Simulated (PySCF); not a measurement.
System: C₆H₈N (charge 0, doublet). It need not be the lowest isomer of its formula. SMILES: CC1=CC=C(C)[N]1
Structure (B3LYP-D3(BJ)/def2-TZVP (Ansatz) minimum search):
```xyz
15

C      2.4477    -0.6712     0.1217
C      1.0689    -0.1549    -0.0443
C      0.6688     1.0180    -0.8087
C     -0.6817     1.1029    -0.6757
C     -1.0680    -0.0206     0.1662
N      0.0045    -0.7498     0.5242
C     -2.4413    -0.3639     0.6033
H      2.8940    -0.9083    -0.8492
H      2.4448    -1.5656     0.7410
H      3.0922     0.0829     0.5847
H      1.3276     1.6709    -1.3600
H     -1.3489     1.8392    -1.0964
H     -2.4290    -1.2593     1.2211
H     -3.0937    -0.5320    -0.2593
H     -2.8849     0.4586     1.1735
```
Charge 0, spin multiplicity 2.

Dispersion corrections to the total energy (kcal/mol) from the dftd3 and dftd4 libraries through PySCF: D3(BJ) without and D4 with the three-body term, each with the damping fitted for the functional named.

```json
[
 {"functional": "BLYP", "D3(BJ)": "-16.54", "D4": "-17.88"},
 {"functional": "PBE0", "D3(BJ)": "-6.82", "D4": "…"},
 {"functional": "B2GP-PLYP", "D3(BJ)": "…", "D4": "-3.39"},
 {"functional": "B2PLYP", "D3(BJ)": "…", "D4": "-5.63"},
 {"functional": "TPSS", "D3(BJ)": "-9.93", "D4": "-10.87"},
 {"functional": "revPBE", "D3(BJ)": "-20.25", "D4": "-27.06"},
 {"functional": "TPSSh", "D3(BJ)": "-9.10", "D4": "-9.90"}
]
```

Problem. Fill in the missing entries.

Solution. 
- PBE0, D4: -6.77
- B2GP-PLYP, D3(BJ): -4.49
- B2PLYP, D3(BJ): -6.13
